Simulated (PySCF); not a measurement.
A run for PySCF: U-HF/6-31G* on PN, a point of a bond scan (R = 2.965 Å).

```python
from pyscf import gto, scf, dft, mp
from pyscf.data.elements import chemcore

mol = gto.M(
    atom='''
    P    -0.00000000   -0.00000000   -0.47178081
    N     0.00000000    0.00000000    2.49369859
    ''',
    basis='6-31g*',
    cart=True,
    charge=0, spin=0, verbose=3, max_memory=1800)
mf = scf.UHF(mol)
mf.conv_tol = 1e-8
mf.max_cycle = 100
mf.init_guess_breaksym = True
mf.kernel()
if not mf.converged:
    mf = mf.newton().run(mf.mo_coeff, mf.mo_occ)
for _ in range(4):
    mo, _, stable, _ = mf.stability(return_status=True)
    if stable:
        break
    mf.kernel(mf.make_rdm1(mo, mf.mo_occ))
```

Output:

```
converged SCF energy = -394.570346316008  <S^2> = 3.2951597e-10  2S+1 = 1
<class 'pyscf.scf.uhf.UHF'> wavefunction has an internal instability
converged SCF energy = -395.07406005171  <S^2> = 2.9496317  2S+1 = 3.5775029
<class 'pyscf.scf.uhf.UHF'> wavefunction is stable in the internal stability analysis
```

The run converged. Its determinant has ⟨S²⟩ = 2.95, a mixture of spin states.

Cost: roughly 1.2 core-seconds.
